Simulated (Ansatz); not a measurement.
A nudged elastic band was laid between two geometries of BClFHO (5 atoms, charge 0, multiplicity 1).

These are results of UKS B3LYP-D4/def2-SVP in Ansatz 0.2.0, not measurements.

* movable images: 7
* climbing image: yes
* spring: 5.0 eV/Å²
* optimiser: quadratic models (default)
* start path: through a guess of the saddle point
* force threshold: 0.05 eV/Å
* iteration limit: 60
* end points: relaxed

Initial state:

```xyz
5
Properties=species:S:1:pos:R:3
B -0.138 -0.047 0.357
Cl 1.140 -1.278 0.452
O -0.350 0.688 -0.746
H 0.252 0.486 -1.473
F -0.905 0.149 1.411
```

Final state:

```xyz
5
Properties=species:S:1:pos:R:3
B -0.862 0.571 0.466
Cl 1.657 -1.320 -0.442
O -0.624 0.907 -0.672
H 0.960 -0.390 -1.023
F -1.130 0.231 1.672
```

What changes between the two ends?

Bonds broken: B1–Cl2, O3–H4. Bonds formed: Cl2–H4. BClFHO becomes BFO + ClH.

What energy profile does the band end with?

The run converged. The highest image is number 4 of 0 to 8, 2.34 eV above the first end and 0.49 eV above the last; the last end lies 1.84 eV above the first. A vibrational analysis at the climbing image gives one clearly imaginary mode, 1078i cm⁻¹: a first-order saddle point. The orbitals stay closed-shell, which can raise the energy where a bond breaks towards radicals; this wasn't checked here.

```
image  path coordinate (Å)  energy (eV)  B1–Cl2 (Å)  O3–H4 (Å)  Cl2–H4 (Å)
    0                 0.00         0.00        1.78       0.96        2.76
    1                 0.30         0.15        1.79       0.97        2.37
    2                 0.61         0.68        1.88       1.00        2.00
    3                 0.91         1.71        2.08       1.13        1.72
    4                 1.22         2.34        2.28       1.41        1.47
    5                 1.48         2.13        2.52       1.65        1.35
    6                 1.74         1.92        2.81       1.87        1.31
    7                 2.00         1.85        3.06       2.07        1.30
    8                 2.26         1.84        3.28       2.08        1.30
```

What is the geometry of the highest image?


```xyz
5
Properties=species:S:1:pos:R:3
B -0.486 0.285 0.338
Cl 1.261 -1.113 -0.112
O -0.448 0.807 -0.799
H 0.614 -0.101 -0.958
F -0.940 0.122 1.532
```

What are the harmonic wavenumbers there?

1078i, 204, 463, 499, 567, 787, 1019, 1558, 1968 cm⁻¹.

The band took 13 iterations and of the order of 4 core-minutes.

The run took 110 s on 2 threads of Intel(R) Xeon(R) Platinum 8488C (Sapphire Rapids), with other jobs on the host, peak memory 0.17 GiB.
